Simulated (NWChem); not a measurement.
CH3AlBrFO; SMILES C[O][Al]([F])[Br]

```xyz
8

Al     0.3443    -0.5197     0.0820
F      1.8262    -0.9908     0.6539
Br     0.0011     1.6340    -0.3621
O     -0.8842    -1.6244    -0.1641
C     -1.2066    -2.9739    -0.0672
H     -1.5000    -3.3696    -1.0545
H     -0.3688    -3.5876     0.3089
H     -2.0628    -3.1153     0.6143
```
Atoms are numbered in this order, from 1.

The geometry was optimised at PBE0/def2-SVP.

Spin-orbit effects, on the heavy nuclei and on their neighbours, are missing.

Problem. Give the principal values of the shielding tensors (ppm) of Al1, F2, Br3, O4, C5 from Hartree-Fock/6-31G* (spherical d), GIAO (NWChem), with their diamagnetic and paramagnetic parts as GIAO splits them.

Solution. 
| atom | σ11 | σ22 | σ33 | isotropic | diamagnetic | paramagnetic |
|---|---|---|---|---|---|---|
| Al1 | 486.9 | 544.3 | 611.4 | 547.5 | 792.1 | -244.6 |
| F2 | 323.9 | 357.9 | 451.0 | 377.6 | 469.9 | -92.3 |
| Br3 | 2945.0 | 2984.4 | 3087.9 | 3005.8 | 3123.1 | -117.4 |
| O4 | 303.1 | 353.6 | 373.5 | 343.4 | 393.4 | -49.9 |
| C5 | 127.6 | 130.5 | 195.0 | 151.0 | 243.9 | -92.9 |
